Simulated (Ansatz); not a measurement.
```yaml
atoms:
  - { symbol: C, position_ang: [0.0333, 0.5896, -1.2277] }
  - { symbol: C, position_ang: [0.0380, -0.6005, -1.2147] }
  - { symbol: C, position_ang: [0.0022, 1.5017, -0.1030] }
  - { symbol: C, position_ang: [0.0137, -1.4273, -0.1666] }
  - { symbol: C, position_ang: [-0.0255, 0.7116, 1.0126] }
  - { symbol: C, position_ang: [0.0487, -0.6997, 1.0437] }
  - { symbol: H, position_ang: [0.0099, 2.6001, -0.1481] }
  - { symbol: H, position_ang: [0.0429, -2.5574, -0.1558] }
  - { symbol: H, position_ang: [-0.0295, 1.2354, 2.0535] }
  - { symbol: H, position_ang: [0.0173, -1.1829, 2.0172] }
```

Basis set: 6-31G* (spherical functions). Left uncorrelated: 6 orbitals. Charge 0, multiplicity 1.

Computed with Ansatz (development build ahead of 0.2.0); each method stands on the lowest determinant of its kind that the runs found. Restricted open shells among the atoms or ions are ROHF, correlated in semicanonical orbitals with singles.

The atomization energy at this shape (free ground-state atoms in the same class of orbitals less the molecule, no zero-point energy) of singlet C₆H₄:

```json
{"method": "RHF-MP2", "atomization energy": "47.60 eV"}
```

Problem. What does RHF give?

Solution. 35.74 eV. Caution: in another basis set an unrestricted determinant lies well below; the shape is not the minimum.
